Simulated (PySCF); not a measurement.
# Working out the ionisation energy of Re²⁺

Re²⁺ [Xe] 4f14 5d5 (6S) → Re³⁺ [Xe] 4f14 5d4 (5D). Computed with PySCF 2.14 in def2-SVP with the def2 core potential (60 electrons), with a scalar-relativistic core potential. Frozen: 5s2 5p6. Energies in hartree (1 hartree = 27.21139 eV):

```tsv
part	Re²⁺ (lower)	Re³⁺ (upper)
UHF	-76.736840	-75.731831
MP2 opposite-spin	0.000000	0.000000
MP2 same-spin	-0.031619	-0.017426
```

What does Hartree-Fock give?

(-75.731831) − (-76.736840) = 1.005009 hartree = 27.348 eV.

What do MP2 and SCS-MP2 (6/5 opposite-spin, 1/3 same-spin) give?

The opposite-spin parts differ by 0.000 eV and the same-spin parts by 0.386 eV. MP2: 27.348 + (0.000) + (0.386) = 27.734 eV. SCS-MP2: 27.348 + 1.2 × (0.000) + (0.386)/3 = 27.477 eV.

Reference: 27 ± 1.6 eV (theoretical estimate listed by NIST; NIST Atomic Spectra Database, ionization energies), between the lowest levels; spin-orbit coupling is absent from the calculation.

A double-zeta basis recovers only part of the correlation energy.

What remains against the reference includes basis incompleteness, the frozen core and correlation beyond second order.
